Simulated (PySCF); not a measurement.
## Worked example: oscillator strength and radiative lifetime

trans-(1S,2S)-1-ethenyl-2-fluorocyclopropane (C₅H₇F), SMILES C=C[C@@H]1C[C@@H]1F.

Geometry: PBE0-D3(BJ)/def2-SVP. The values are those of a single conformer.

TDA-PBE/def2-SVPD (PySCF) puts the first singlet state with f over 0.02 at 6.18 eV (vertical), with the transition dipole (-0.660, -0.065, -0.148) in atomic units.

Task: Find the oscillator strength, the wavelength and the radiative lifetime that this transition would have in vacuum if emission retraced absorption.

Result: 
|μ|² = 0.4617 au, so |μ| = 1.73 D. ΔE = 6.18/27.211 = 0.2271 hartree. f = (2/3) ΔE |μ|² = 0.070 (the program prints 0.070).
λ = 1239.84/6.18 = 201 nm; ν = 49845 cm⁻¹.
Einstein's coefficient A = 0.6670 ν² f s⁻¹ (ν in cm⁻¹) = 1.2e8 s⁻¹, so τ = 1/A = 8.6 ns. This state is S2; the lower singlet has f = 0.008. The figure is the radiative limit of this one transition; relaxation, internal conversion, crossing to triplets and a medium change what is measured.
